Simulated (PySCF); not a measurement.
The PySCF input:
```python
from pyscf import gto, scf, dft

mol = gto.M(
    atom='''
Cl   -1.19164925   -1.22169610   -1.09532000
Si    0.00000000    0.00000000    0.00000000
Cl   -0.80538680    1.86034115    0.05270798
Cl    0.15581167   -0.72287919    1.88824352
Cl    1.84122437    0.08423415   -0.84563150
''',
    basis='6-311g**',
    charge=1,
    spin=1,
    verbose=3,
)

mf = dft.UKS(mol)
mf.xc = 'pbe0'
mf = mf.density_fit(auxbasis='def2-universal-jkfit')
mf.kernel()
```

**Question.** What does this run give for the number of basis functions, <S^2>, Mulliken (on the basis functions themselves) charges in atom order, nuclear repulsion energy, total energy, HOMO energy?

**Answer.** 
```yaml
number_of_basis_functions: 130
"<S^2>": 0.754
Mulliken (on the basis functions themselves) charges in atom order: Cl1 0.05, Si2 0.81, Cl3 0.05, Cl4 0.05, Cl5 0.05
nuclear_repulsion_energy: 525.5172 Eh
total_energy: -2129.3765 Eh
HOMO energy: -15.08 eV
```

These values belong to the state on which the SCF converged, which isn't shown to be the lowest.
